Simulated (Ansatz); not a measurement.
Input file for C$_{5}$H$_{11}$Cl$_{2}$Ga, SMILES `CC(C)(C)[CH2][Ga]([Cl])[Cl]`:

```yaml
crystal:
  periodic: [false, false, false]
  atoms:
    - {symbol: C, position_ang: [0.110432, -1.614372, 0.048157]}
    - {symbol: C, position_ang: [-0.163772, -0.156298, 0.403223]}
    - {symbol: C, position_ang: [1.138611, 0.526658, 0.812887]}
    - {symbol: C, position_ang: [-1.150554, -0.098851, 1.569133]}
    - {symbol: C, position_ang: [-0.782375, 0.579045, -0.793295]}
    - {symbol: Ga, position_ang: [0.460582, 0.928929, -2.267019]}
    - {symbol: Cl, position_ang: [1.632204, -0.529954, -3.314866]}
    - {symbol: Cl, position_ang: [0.768139, 2.913303, -3.019768]}
    - {symbol: H, position_ang: [0.538275, -2.143541, 0.903623]}
    - {symbol: H, position_ang: [-0.813016, -2.127173, -0.234435]}
    - {symbol: H, position_ang: [0.811901, -1.704219, -0.785056]}
    - {symbol: H, position_ang: [0.984144, 1.589643, 1.018356]}
    - {symbol: H, position_ang: [1.900684, 0.437194, 0.027234]}
    - {symbol: H, position_ang: [1.559977, 0.068613, 1.711299]}
    - {symbol: H, position_ang: [-1.349452, 0.934188, 1.866825]}
    - {symbol: H, position_ang: [-2.103140, -0.560969, 1.297326]}
    - {symbol: H, position_ang: [-0.755209, -0.630704, 2.439017]}
    - {symbol: H, position_ang: [-1.638168, 0.023172, -1.189808]}
    - {symbol: H, position_ang: [-1.149254, 1.565338, -0.492813]}
basis:
  gaussian: {orbitals: def2-SVP}
correlation: {method: ccsd_t}
```

```sh
$ ansatz run in.yaml --threads 4 --pin off --events-out ev --progress --plain --max-ram 46080MiB --backend cuda --devices 0, --max-vram 37GiB
```

Output of Ansatz, abridged:

```
Functional definition: HF
1934 factors; integrals over basis functions are off by at most 1.5e-3 eV
mean field evaluation 1: about -82648.7649 eV, gradient 3.8e1 eV
mean field evaluation 2: about -82648.7718 eV, gradient 3.8e1 eV
mean field evaluation 4: about -82653.2271 eV, gradient 5.2e0 eV
mean field evaluation 8: about -82653.2942 eV, gradient 1.7e-4 eV
mean field -82653.29424645 eV, -3037.4525391419 hartree, gradient 1.7e-6 eV, S^2 0.000000; 0 other end points of the search recorded, 0 dependent functions left out
24 core orbitals not correlated: weight in the atoms' cores, before any rotation towards them, 1.000 or more for the frozen orbitals, at most 0.000 for the correlated occupied ones
reference -82653.29424645 eV, -3037.4525391419 hartree; 29, 29 occupied and 140, 140 virtual orbitals, 1934 factors
second order -32.64402316 eV of doubles, -0.00000000 eV of singles
cycle   1  -33.72631955 eV  change    -1.1e0 eV  update   1.2e-1
cycle   2  -34.58060894 eV  change   -8.5e-1 eV  update   3.5e-2
cycle   3  -34.72574388 eV  change   -1.5e-1 eV  update   1.6e-2
cycle   4  -34.72493759 eV  change    8.1e-4 eV  update   3.6e-3
cycle   5  -34.72392986 eV  change    1.0e-3 eV  update   1.2e-3
cycle   6  -34.72370922 eV  change    2.2e-4 eV  update   3.8e-4
cycle   7  -34.72356753 eV  change    1.4e-4 eV  update   1.3e-4
cycle   8  -34.72356293 eV  change    4.6e-6 eV  update   4.6e-5
perturbative correction -1.05710106 eV, -0.0388477475 hartree
Total energy: -82689.07491044 eV, -3038.7674542905 hartree
```

Hardware: 4 threads of an AMD EPYC 7R13 on a shared host and a share of an NVIDIA H100 80 GB. Wall time 4.5 s, peak host memory 1.1 GiB.

MP2 recovers 91.2 % of the CCSD(T) correlation energy and the triples give 3.0 %; T1 = 0.0096.
